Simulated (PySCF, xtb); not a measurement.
BeF, SMILES [Be][F], multiplicity 2.

Harmonic wavenumbers (cm⁻¹) from GFN2-xTB (xtb) at its own minimum, in rising order: 1118.

Question: What does r2SCAN-D4/def2-TZVPD in PySCF give at its own minimum? (An estimate is asked for; the answer gives what the named calculation found.)

Answer: 1220. Paired by order, the mean absolute difference is 102 cm⁻¹ and the zero-point energies are 1.6 and 1.7 kcal/mol.
